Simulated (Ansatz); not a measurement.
The same path of CH6FMgN + H2O (13 atoms, charge 0, multiplicity 1) was run twice with different band settings. Lost on the way: H6–O7. Made: Mg1–O7, N2–H6, H4–O7.

Computed with RHF/def2-SVP (Ansatz 0.2.0).

Relaxed end points:

```xyz
13
Properties=species:S:1:pos:R:3
Mg -0.315 -0.349 -0.438
N 0.778 -0.602 1.248
C -1.198 -1.326 -2.105
H 0.057 1.941 0.567
F -0.439 1.628 -0.274
H 0.906 0.985 1.717
O 0.744 1.983 1.700
H 1.675 -1.053 1.153
H 0.336 -1.094 2.010
H -0.671 -2.251 -2.373
H -1.208 -0.694 -3.002
H -2.241 -1.608 -1.912
H 1.574 2.439 1.709
```

```xyz
13
Properties=species:S:1:pos:R:3
Mg -0.506 0.203 0.053
N 0.643 -0.967 1.551
C -0.729 -0.823 -1.816
H 0.153 2.407 0.637
F -1.433 1.214 1.248
H 1.470 -0.470 1.845
O 0.765 1.944 0.067
H 0.928 -1.892 1.275
H 0.051 -1.053 2.363
H 0.173 -1.377 -2.112
H -0.954 -0.142 -2.648
H -1.546 -1.557 -1.803
H 0.984 2.512 -0.658
```

Common settings: movable images 7; climbing image yes; spring 5.0 eV/Å²; optimiser quadratic models (default); start path through a guess of the saddle point; iteration limit 60; end points relaxed.

| run | force threshold |
| --- | --- |
| 1 | 0.03 eV/Å |
| 2 | 0.2 eV/Å |

(1) What does each run give, and how far can it be trusted?

Results:

(1) Run 1: converged after 31 iterations, highest image 0.000 eV above the first end. The highest image is an end point: on this band no image between the ends rises above it.
Run 2: converged after 26 iterations, highest image 0.002 eV above the first end. The threshold of 0.2 eV/Å is loose, so the images may lie well off the minimum-energy path. Neighbouring images differ by up to 1.5 eV, so the band resolves the path poorly. The top lies less than 8 meV above the higher end, about what the thresholds resolve: that end is a shoulder or a very shallow well. The order of the stationary point at the top wasn't checked.
The orbitals stay closed-shell, which can raise the energy where a bond breaks towards radicals; this wasn't checked here.
